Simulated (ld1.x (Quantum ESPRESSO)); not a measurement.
## An all-electron radial function and its pseudo partner (N (Z = 7))

Columns: radius, all-electron u(r) and pseudo u(r) of the 2s shell (level -18.45 eV) of nitrogen in the configuration [He] 2s2 2p3; BLYP, scalar-relativistic, TM scheme, ld1.x (Quantum ESPRESSO) 7.5.

```
r (bohr)  all-electron   pseudo
   0.080        0.3611  -0.0693
   0.160        0.3603  -0.1406
   0.240        0.2041  -0.2160
   0.320       -0.0045  -0.2974
   0.400       -0.2145  -0.3857
   0.480       -0.4022  -0.4805
   0.560       -0.5583  -0.5789
   0.640       -0.6813  -0.6747
   0.720       -0.7724  -0.7599
   0.800       -0.8351  -0.8265
   0.880       -0.8734  -0.8700
   0.960       -0.8914  -0.8908
   1.040       -0.8933  -0.8933
   1.120       -0.8824  -0.8824
   1.200       -0.8618  -0.8618
   1.280       -0.8340  -0.8340
   1.360       -0.8012  -0.8012
   1.440       -0.7649  -0.7649
   1.520       -0.7265  -0.7265
   1.600       -0.6871  -0.6871
   1.680       -0.6474  -0.6474
   1.760       -0.6081  -0.6081
   1.840       -0.5696  -0.5696
   1.920       -0.5323  -0.5323
   2.000       -0.4964  -0.4964
   2.080       -0.4621  -0.4621
```

Problem. How many radial nodes do the two functions have?

Solution. The all-electron 2s function has n − l − 1 = 1; the pseudo-wave has 0, since the states of the same l below it are removed with the core.

Problem. At about which radius was the pseudo-wave matched?

Solution. 1.10 bohr, where the columns begin to agree (steps of 0.08 bohr).

Problem. Where does each function peak?

Solution. Outermost all-electron maximum near 1.04 bohr, pseudo maximum near 1.04 bohr (to the table’s step).

Problem. Is the pseudo-wave norm-conserving?

Solution. Yes: the TM scheme keeps the norm inside the radius equal to the all-electron one, which fixes the energy derivative of the logarithmic derivative at the level.
